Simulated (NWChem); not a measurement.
The numbers come from NWChem runs, not from measurements. System: CuF, charge 0, spin multiplicity 1, at a geometry optimised with B3LYP/def2-SVP. The structure started from a generated list of species. Level: G0W0@PBE0/def2-TZVPD, RI basis def2-tzvpd-rifit.

Output (cleaned and shortened):

```
             Northwest Computational Chemistry Package (NWChem) 7.3.0
             --------------------------------------------------------

                                NWChem Input Module
                                -------------------

 Scaling coordinates for geometry "geometry" by  1.889725989
 (inverse scale =  0.529177249)

 Turning off AUTOSYM since
 SYMMETRY directive was detected!

                             Geometry "geometry" -> ""
                             -------------------------

 Output coordinates in angstroms (scale by  1.889725989 to convert to a.u.)

  No.       Tag          Charge          X              Y              Z
 ---- ---------------- ---------- -------------- -------------- --------------
    1 Cu                  29.0000     0.00000000     0.00000000    -0.41458500
    2 F                    9.0000     0.00000000     0.00000000     1.33588600

 Effective nuclear repulsion energy (a.u.)      78.9017710027

            Nuclear Dipole moment (a.u.)
            ----------------------------
        X                 Y               Z
 ---------------- ---------------- ----------------
     0.0000000000     0.0000000000     0.0000170075

      Symmetry information
      --------------------

 Group name             C2v
 Group number             16
 Group order               4
 No. of unique centers     2

      Symmetry unique atoms

     1    2


 Summary of "ao basis" -> "" (spherical)
 ------------------------------------------------------------------------------
       Tag                 Description            Shells   Functions and Types
 ---------------- ------------------------------  ------  ---------------------
 *                         def2-tzvpd                 on all atoms

 new library libraries.bse/

 Summary of "ri basis" -> "" (spherical)
 ------------------------------------------------------------------------------
       Tag                 Description            Shells   Functions and Types
 ---------------- ------------------------------  ------  ---------------------
 *                      def2-tzvpd-rifit              on all atoms

                                 NWChem DFT Module
                                 -----------------

 Summary of "ao basis" -> "ao basis" (spherical)
 ------------------------------------------------------------------------------
       Tag                 Description            Shells   Functions and Types
 ---------------- ------------------------------  ------  ---------------------
 Cu                        def2-tzvpd               16       48   6s5p4d1f
 F                         def2-tzvpd               14       40   6s4p3d1f

 Summary of "ao basis" -> "ao basis" (spherical)
 ------------------------------------------------------------------------------
       Tag                 Description            Shells   Functions and Types
 ---------------- ------------------------------  ------  ---------------------
 Cu                        def2-tzvpd               16       48   6s5p4d1f
 F                         def2-tzvpd               14       40   6s4p3d1f

      Symmetry analysis of basis
      --------------------------

        a1         39
        a2          9
        b1         20
        b2         20

            General Information
            -------------------
          SCF calculation type: DFT
          Wavefunction type:  closed shell.
          No. of atoms     :     2
          No. of electrons :    38
           Alpha electrons :    19
            Beta electrons :    19
          Charge           :     0
          Spin multiplicity:     1
          Use of symmetry is: on ; symmetry adaption is: on
          Maximum number of iterations: 100
          This is a Direct SCF calculation.
          AO basis - number of functions:    88
                     number of shells:    30
          Convergence on energy requested:  1.00D-06
          Convergence on density requested:  1.00D-05
          Convergence on gradient requested:  5.00D-04

              XC Information
              --------------
                         PBE0 Method XC Functional
                     Hartree-Fock (Exact) Exchange  0.250
          PerdewBurkeErnzerhof Exchange Functional  0.750
[...]
  ----- ------------  ---------------      ----- ------------  ---------------
    25      0.528637  1 Cu d  1              55      0.311648  2 F  px
    30      0.306445  1 Cu d  1              58      0.252339  2 F  px
    61      0.208901  2 F  px                35      0.188499  1 Cu d  1
    16      0.057887  1 Cu px                64      0.052980  2 F  px
    10     -0.043490  1 Cu px                40      0.041564  1 Cu d  1

 Vector   18  Occ=2.000000D+00  E=-2.879094D-01  Symmetry=b2
              MO Center= -3.0D-15,  5.3D-16,  1.9D-01, r^2= 1.2D+00
   Bfn.  Coefficient  Atom+Function         Bfn.  Coefficient  Atom+Function
  ----- ------------  ---------------      ----- ------------  ---------------
    23      0.528637  1 Cu d -1              56     -0.311648  2 F  py
    28      0.306445  1 Cu d -1              59     -0.252339  2 F  py
    62     -0.208901  2 F  py                33      0.188499  1 Cu d -1
    17     -0.057887  1 Cu py                65     -0.052980  2 F  py
    11      0.043490  1 Cu py                38      0.041564  1 Cu d -1

 Vector   19  Occ=2.000000D+00  E=-2.749802D-01  Symmetry=a1
              MO Center= -2.2D-15, -1.6D-15, -9.4D-02, r^2= 1.2D+00
   Bfn.  Coefficient  Atom+Function         Bfn.  Coefficient  Atom+Function
  ----- ------------  ---------------      ----- ------------  ---------------
    24      0.533284  1 Cu d  0              29      0.306965  1 Cu d  0
     5     -0.234603  1 Cu s                 34      0.220157  1 Cu d  0
    57      0.209886  2 F  pz                63      0.205847  2 F  pz
    60      0.171587  2 F  pz                 3      0.109702  1 Cu s
     4      0.091172  1 Cu s                 53     -0.066226  2 F  s

 Vector   20  Occ=0.000000D+00  E=-1.110993D-01  Symmetry=a1
              MO Center= -8.0D-15,  7.6D-15, -1.1D+00, r^2= 3.2D+00
   Bfn.  Coefficient  Atom+Function         Bfn.  Coefficient  Atom+Function
  ----- ------------  ---------------      ----- ------------  ---------------
     5      0.636515  1 Cu s                  6      0.540795  1 Cu s
    18     -0.197429  1 Cu pz                54     -0.197465  2 F  s
     4     -0.160900  1 Cu s                 24      0.156734  1 Cu d  0
    21     -0.148790  1 Cu pz                57      0.141503  2 F  pz
     3     -0.139339  1 Cu s                 63      0.125609  2 F  pz

 Vector   21  Occ=0.000000D+00  E= 2.461770D-03  Symmetry=b1
              MO Center=  1.1D-14,  1.1D-15, -7.7D-01, r^2= 8.3D+00
   Bfn.  Coefficient  Atom+Function         Bfn.  Coefficient  Atom+Function
  ----- ------------  ---------------      ----- ------------  ---------------
    19      0.945474  1 Cu px                16      0.296187  1 Cu px
    64     -0.193182  2 F  px                10     -0.108586  1 Cu px
    55     -0.086135  2 F  px                58     -0.076687  2 F  px
    40      0.070426  1 Cu d  1              25     -0.062778  1 Cu d  1
    61     -0.047241  2 F  px                 7      0.039034  1 Cu px

 Vector   22  Occ=0.000000D+00  E= 2.461770D-03  Symmetry=b2
              MO Center= -2.5D-16, -7.0D-15, -7.7D-01, r^2= 8.3D+00
   Bfn.  Coefficient  Atom+Function         Bfn.  Coefficient  Atom+Function
  ----- ------------  ---------------      ----- ------------  ---------------
    20      0.945474  1 Cu py                17      0.296187  1 Cu py
    65     -0.193182  2 F  py                11     -0.108586  1 Cu py
    56     -0.086135  2 F  py                59     -0.076687  2 F  py
    38     -0.070426  1 Cu d -1              23      0.062778  1 Cu d -1
    62     -0.047241  2 F  py                 8      0.039034  1 Cu py

 center of mass
 --------------
 x =   0.00000000 y =   0.00000000 z =  -0.01637786

 moments of inertia (a.u.)
 ------------------
         159.678879864704           0.000000000000           0.000000000000
           0.000000000000         159.678879864704           0.000000000000
           0.000000000000           0.000000000000           0.000000000000

     Multipole analysis of the density
     ---------------------------------

     L   x y z        total         alpha         beta         nuclear
     -   - - -        -----         -----         ----         -------
     0   0 0 0     -0.000000    -19.000000    -19.000000     38.000000

     1   1 0 0      0.000000      0.000000      0.000000      0.000000
     1   0 1 0      0.000000      0.000000      0.000000      0.000000
     1   0 0 1     -2.065031     -1.032524     -1.032524      0.000017

     2   2 0 0    -12.715259     -6.357629     -6.357629      0.000000
     2   1 1 0      0.000000      0.000000      0.000000      0.000000
     2   1 0 1     -0.000000     -0.000000     -0.000000      0.000000
     2   0 2 0    -12.715259     -6.357629     -6.357629      0.000000
     2   0 1 1     -0.000000     -0.000000     -0.000000      0.000000
     2   0 0 2    -14.253338    -44.704735    -44.704735     75.156132

 Task  times  cpu:       20.9s     wall:       20.9s

                                NWChem Input Module
                                -------------------

                                 NWChem GW Module
                                 ----------------

                             ***********************
                             ***        GW       ***
                             ***********************

 Summary of "ri basis" -> "ri basis" (spherical)
 ------------------------------------------------------------------------------
       Tag                 Description            Shells   Functions and Types
 ---------------- ------------------------------  ------  ---------------------
 Cu                     def2-tzvpd-rifit            41      191   10s9p9d6f5g2h
 F                      def2-tzvpd-rifit            26       92   9s7p5d4f1g

                 Memory Information
                 ------------------
          Available GA per process is          1699.9 MBs
          Available stack per process is        700.0 MBs
          Available heap per process is           0.0 MBs

          Peak memory in Initialization
              Peak GA per process is                  4.6 MBs
              Peak stack per process is               0.1 MBs
              Peak heap per process is                5.0 MBs
              Memory not in MA per process            0.0 MBs

          Peak memory in AFF Calculation
              Peak GA per process is                 19.9 MBs
              Peak stack per process is              13.1 MBs
              Peak heap per process is                0.0 MBs
              Memory not in MA per process           13.1 MBs

          Computing 2-center integrals
          Computing Inverse Cholesky factor
          Computing 3-center integrals
          Computing V_xc ...

          Computing Sigma_x
          Computing RPA polarizability
          Solving quasiparticle equations

                  Alpha Orbitals
          State     Energy (eV)     Error (eV)
          -----------------------------------
@GW        16        -10.468           0.004
@GW        17         -9.694           0.004
@GW        18         -9.694           0.004
@GW        19         -9.300           0.004
@GW        20         -0.703           0.005
@GW        21          1.367           0.003

   Applying  -1.8177 eV scissor-shift to rest of particle states

   Applying   2.3202 eV scissor-shift to rest of hole states

     GW Timing Statistics
   ------------------------
   Init.   :          0.1s
     ERIs  :          0.4s
     Distr.:          0.0s
     Vxc   :          0.7s
   Sigma_x :          0.0s
   RPA     :          0.4s
   Wmn     :          0.0s
   Sigma_c :          0.0s
   GW total:          1.6s

 Task  times  cpu:        1.6s     wall:        1.6s

 Total times  cpu:       22.5s     wall:       22.5s
```

Q: Write an NWChem input that would produce this output.

A: This is not unique; one that fits is 
```
start mol
memory heap 200 mb stack 700 mb global 1700 mb
geometry units angstroms nocenter noautoz
  Cu     0.000000     0.000000    -0.414585
  F      0.000000     0.000000     1.335886
  symmetry group C2v
end
basis spherical
  * library def2-tzvpd
end
basis "ri basis" bse spherical
  * library def2-tzvpd-rifit
end
dft
  xc pbe0
  iterations 100
  direct
  tolerances tight
end
task dft energy
gw
  states alpha occ 4 vir 2
end
task dft gw
```
